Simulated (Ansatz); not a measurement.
Consider the cleavage of the Si–B bond: `C=C[SiH2]BF` + `[SiH3]S` → `C=C[SiH2]S[SiH3]` + `BF`.

Computed with Ansatz on PBE0-D4/def2-TZVP structures; ΔE is electronic, products minus reactants. CCSD(T)/CBS is the MP2 limit (def2-TZVPP, def2-QZVPP) plus CCSD(T) − MP2 in def2-TZVPP, frozen cores. This one scheme is used for every species. Each species was taken in one conformer, which may not be the lowest.

```csv
species,CCSD(T)/CBS(def2) energy (Eh)
`C=C[SiH2]BF`,-493.38747
`[SiH3]S`,-689.27336
`C=C[SiH2]S[SiH3]`,-1056.87903
`BF`,-125.82039
```

Task: Work out ΔE.

Result: ΔE = (-1056.87903) + (-125.82039) − (-493.38747) − (-689.27336) = -0.03859 Eh = -101.3 kJ/mol.

Largest T1 diagnostic among the species: 0.014.

The D4 term adds −12.3 kJ/mol with B3LYP and −7.0 kJ/mol with PBE0; it sums over pairs of atoms, weighted by their polarisabilities, and B3LYP, whose exchange is more repulsive, gets the larger term. From PBE to PBE0 (25 % exact exchange), in def2-TZVPP and without D4, ΔE moves by −6.2 kJ/mol.

B3LYP here is the variant with VWN-RPA as its local correlation; programs differ in this.
